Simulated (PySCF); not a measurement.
# Hartree-Fock beside MP2: AlH3NO anion

All numbers below are calculated, not measured. The program is PySCF 2.14.0, an open-source quantum chemistry code, run on an isolated molecule that a program drew, which may never have been made. The molecule is AlH3NO anion (charge -1, singlet), drawn as the SMILES string `[NH2][AlH][O-]`.

The geometry was optimised and harmonic frequencies were computed with HF and MP2, all in the aug-cc-pV(D+d)Z basis, for the commonest isotopes, with a restricted reference for singlets and an unrestricted one otherwise, and a frozen core in MP2. Each result is a local minimum of its method.

Geometry at the HF minimum:
```xyz
6
AlH3NO anion, angstrom
N     0.9097    1.2780    1.2312
Al    1.7693    2.0217   -0.2000
O     2.4431    3.4956   -0.2672
H     0.5017    0.3660    1.2484
H     0.7840    1.7346    2.1115
H     1.7105    0.8952   -1.3755
```

Lengths of the bonds as drawn, in Å (atoms numbered as above):
```
  bond     HF    MP2
N1-Al2  1.828  1.851
Al2-O3  1.622  1.676
 N1-H4  0.999  1.016
 N1-H5  1.000  1.016
Al2-H6  1.629  1.628
```

Rotational constants, in GHz:
| constant | HF | MP2 |
|---|---|---|
| A | 35.3 | 34.57 |
| B | 6.278 | 5.989 |
| C | 5.33 | 5.104 |

Harmonic frequencies in cm^-1, each column in rising order, so a row needn't be the same motion in every method:
| rank | HF | MP2 |
|---|---|---|
| 1 | 261 | 182 |
| 2 | 272 | 233 |
| 3 | 419 | 384 |
| 4 | 573 | 531 |
| 5 | 635 | 578 |
| 6 | 706 | 658 |
| 7 | 801 | ? |
| 8 | 1055 | 927 |
| 9 | 1666 | 1534 |
| 10 | 1765 | 1751 |
| 11 | 3771 | 3567 |
| 12 | 3867 | 3685 |

**Estimate the missing MP2 frequency from the HF column.**

A single factor s that minimises the squared misfit of MP2 against s times HF over the other rows is sum(HF x MP2) / sum(HF^2) = 0.9472, with an rms misfit of 42 cm^-1. For rank 7 it gives 0.9472 x 801 = 759 cm^-1. The calculation gives 749 cm^-1, 10 cm^-1 below the estimate. The drawn bonds are on average 1.6 % longer in MP2 than in HF.
